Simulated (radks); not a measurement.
The numbers below are computed, except where a source is named.
Problem. Code: a radial shooting solver on a logarithmic mesh with Libxc functionals. Model: scalar-relativistic Kohn-Sham, BLYP, spin-unpolarised, spherical densities, finite nucleus; Fermi nuclear charge, rms radius of each element as measured or else 0.836 A^(1/3) + 0.57 fm. Each species is in its NIST ground configuration. Rank Fe, Sc, Mn, Ti, Cr, Zn, Co, V, Cu, Ni by Delta-SCF ionisation energy (eV), largest first.

Solution. Zn 9.940, Fe 8.728, Mn 8.401, Cu 8.276, Ti 7.287, V 7.270, Cr 6.970, Sc 6.824, Co 6.630, Ni 6.497.
